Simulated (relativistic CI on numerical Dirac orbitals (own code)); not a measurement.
Method of calculation: Dirac-Coulomb-Breit CI, separate exchange-only KLI orbitals for each configuration, a model potential for QED, unscaled Slater integrals (own radial code, finite nucleus).

CI space (outside the closed core 1s2): 2s2 2p6, 2s2 2p5 3s, 2s2 2p5 3p, 2s2 2p5 3d, 2s 2p6 3s, 2s 2p6 3p, 2s 2p6 3d, 2s2 2p5 4s, 2s2 2p5 4p, 2s2 2p5 4d, 2s2 2p5 4f, 2s 2p6 4s, 2s 2p6 4p, 2s2 2p4 3s2, 2s 2p6 4d, 2s 2p6 4f, 2s2 2p5 5s, 2s2 2p5 5p, 2s2 2p4 3s 3p, 2s2 2p5 5d, 2s2 2p5 5f, 2s2 2p5 5g, 2s2 2p4 3p2, 2s2 2p4 3s 3d, 2s2 2p4 3p 3d, 2s 2p5 3s2, 2s2 2p4 3d2, 2s 2p5 3s 3p, 2s 2p6 5s, 2s 2p5 3p2, 2s 2p5 3s 3d, 2s 2p6 5p, 2s 2p6 5d, 2s 2p6 5f, 2s 2p6 5g, 2s 2p5 3p 3d. Levels of other configurations are missing.

At this charge energies of transitions that change n are usually good to better than 1 %, and those within a shell (Δn = 0) to a few per cent.

Outline of the computed level scheme of Pd XXXVII. Lowest level of each configuration: 2s2 2p6 1S_0 at 0.00 eV; 2s2 2p5 3s 3P°_2 at 2931.98 eV; 2s2 2p5 3p 3P_1 at 3005.60 eV; 2s2 2p5 3d 3P°_0 at 3135.89 eV; 2s 2p6 3s 3S_1 at 3349.08 eV; 2s 2p6 3p 3P°_0 at 3423.75 eV; 2s 2p6 3d 3D_1 at 3557.05 eV; 2s2 2p5 4s 3P°_2 at 4001.56 eV; 2s2 2p5 4p 3P_1 at 4032.12 eV.

Some strong electric-dipole decays among the lowest 45 levels: 2s2 2p5 3d 1P°_1 → 2s2 2p6 1S_0 (2.9e+14 s⁻¹); 2s2 2p5 3d 3D°_1 → 2s2 2p6 1S_0 (2.5e+14 s⁻¹); 2s 2p6 3p 1P°_1 → 2s2 2p6 1S_0 (5.6e+13 s⁻¹); 2s 2p6 3p 3P°_1 → 2s2 2p6 1S_0 (2.0e+13 s⁻¹); 2s2 2p5 3s 1P°_1 → 2s2 2p6 1S_0 (1.7e+13 s⁻¹); 2s2 2p5 3s 3P°_1 → 2s2 2p6 1S_0 (1.4e+13 s⁻¹); 2s2 2p5 4s 1P°_1 → 2s2 2p6 1S_0 (5.8e+12 s⁻¹); 2s2 2p5 4p 3P_1 → 2s2 2p5 3s 3P°_2 (5.5e+12 s⁻¹).

LS names give the leading component of a level, which can be under half, so a name can repeat, a term be missing and a line seem to break the LS rules.
